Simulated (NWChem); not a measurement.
Species: C3H5F; SMILES C(=C/F)/C

```xyz
9

C      0.5515     1.4840     0.0000
C     -0.6511     0.5911     0.0000
C     -0.6162    -0.7502     0.0000
F      0.5384    -1.4477     0.0000
H      1.4884     0.8955     0.0000
H      0.5601     2.1494     0.8897
H      0.5601     2.1494    -0.8897
H     -1.6548     1.0468     0.0000
H     -1.5029    -1.4055     0.0000
```
Atoms are numbered in this order, from 1.

Level: PBE-D3(BJ)/def2-SVP (NWChem), optimised geometry, unscaled harmonic frequencies. 

```tsv
frequency (cm⁻¹)	IR intensity (km/mol)
148	0.1
238	3.2
422	12.9
663	0.7
738	28.8
892	0.3
922	6.8
1002	62.5
1007	0.6
1116	27.7
1228	41.2
1318	5.7
1368	13.9
1409	8.5
1410	0.4
1710	53.4
2965	21.1
3030	11.4
3083	4.3
3109	0.6
3131	17.0
```

- zero-point energy = 44.2 kcal/mol
- thermal correction to the enthalpy at 298.15 K (with zero-point energy) = 47.7 kcal/mol
- heat capacity Cv = 15.4 cal/(mol K)
- entropy at 298.15 K and 1 atm (symmetry number 1) = 69.0 cal/(mol K)
- dipole moment = 1.17 D

Rigid rotor and harmonic oscillator.
